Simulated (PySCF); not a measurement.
Working out the ionisation energy of Sn

Sn [Kr] 4d10 5s2 5p2 (3P) → Sn⁺ [Kr] 4d10 5s2 5p1 (2P). All numbers are calculated (PySCF 2.14, scalar relativity by spin-free X2C-1e, in x2c-SVPall (6s5p3d, 36 functions)). Frozen: [Kr] 4d10. Energies in hartree (1 hartree = 27.21139 eV):

```
            part    Sn (lower)   Sn⁺ (upper)
             UHF  -6173.087803  -6172.835657
CCSD correlation     -0.047396     -0.039037
             (T)     -0.000563     -0.000334
```

Task: What does Hartree-Fock give?

Result: (-6172.835657) − (-6173.087803) = 0.252146 hartree = 6.861 eV.

Task: What do CCSD and CCSD(T) give?

Result: The CCSD correlation energies differ by 0.008359 hartree = 0.227 eV and the triples by 0.000229 hartree = 0.006 eV, so CCSD gives 7.088 eV and CCSD(T) 7.094 eV.

Measured between the centres of the two terms (NIST): 7.389 eV, so CCSD(T) (valence) is off by -0.295 eV.

A double-zeta basis recovers only part of the correlation energy.

What remains against the reference includes basis incompleteness, the frozen core and higher excitations.
